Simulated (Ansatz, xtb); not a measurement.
C4H9NO2S: which of two isomers lies lower

Structure X is `COC(OC)C(N)=S`, a singlet and structure Y is `CO[C@H](SC)C(N)=O`, a singlet. Both are isolated molecules in the gas phase, relaxed with PBE-D3(BJ)/def2-SVP, each in the lowest conformer that the search found.

Quicker runs give these differences E(Y) − E(X): GFN2-xTB −0.336 eV; HF/STO-3G −0.674 eV (at GFN2-xTB geometries); r2SCAN-D4/def2-SVP −0.638 eV (at GFN2-xTB geometries).

Question: Estimate E(Y) − E(X) at the level CCSD(T)/def2-SVP + ΔMP2/def2-TZVPP.

Answer: Calculated at CCSD(T)/def2-SVP + ΔMP2/def2-TZVPP: E(Y) − E(X) = −0.691 eV, so structure Y lies lower.

The same difference at several levels:

```
                             level             geometry  E(Y) − E(X) (eV)  departure from the last row (eV)  job, with rough time for the two
                          GFN2-xTB             GFN2-xTB              −0.336                            +0.355              optimisation, 0.21 s
                         HF/STO-3G             GFN2-xTB              −0.674                            +0.017              single point, 0.75 s
                r2SCAN-D4/def2-SVP             GFN2-xTB              −0.638                            +0.053               single point, 3.6 s
               PBE-D3(BJ)/def2-SVP  PBE-D3(BJ)/def2-SVP              −0.684                            +0.007                optimisation, 40 s
                       HF/def2-SVP  PBE-D3(BJ)/def2-SVP              −0.625                            +0.065           part of the CCSD(T) run
                      MP2/def2-SVP  PBE-D3(BJ)/def2-SVP              −0.721                            −0.030           part of the CCSD(T) run
                  CCSD(T)/def2-SVP  PBE-D3(BJ)/def2-SVP              −0.664                            +0.027                      single point
CCSD(T)/def2-SVP + ΔMP2/def2-TZVPP  PBE-D3(BJ)/def2-SVP              −0.691                                                  single point, 93 s
```

As drawn, Y has 2 C–S, 1 C=O in place of 2 C–O, 1 C=S.

The levels shown agree on the order. The largest departure from CCSD(T)/def2-SVP + ΔMP2/def2-TZVPP is that of GFN2-xTB, 0.355 eV. The last row adds to CCSD(T) the change of the MP2 difference between the two basis sets, here −0.027 eV.

With thermal terms from frequencies at re-optimised GFN2-xTB minima (ideal gas, soft modes damped towards free rotors, one conformer each, 298.15 K, 1 atm): the zero-point term adds −0.024 eV; ΔH is −0.707 and ΔG −0.726 eV.

The correlated steps freeze 12 core orbitals. Mirror images aren't counted in ΔG. Programs: Ansatz 0.2.0, xtb 6.7.1; the last row on 4 threads of Intel(R) Xeon(R) Platinum 8488C (Sapphire Rapids) on a shared host.
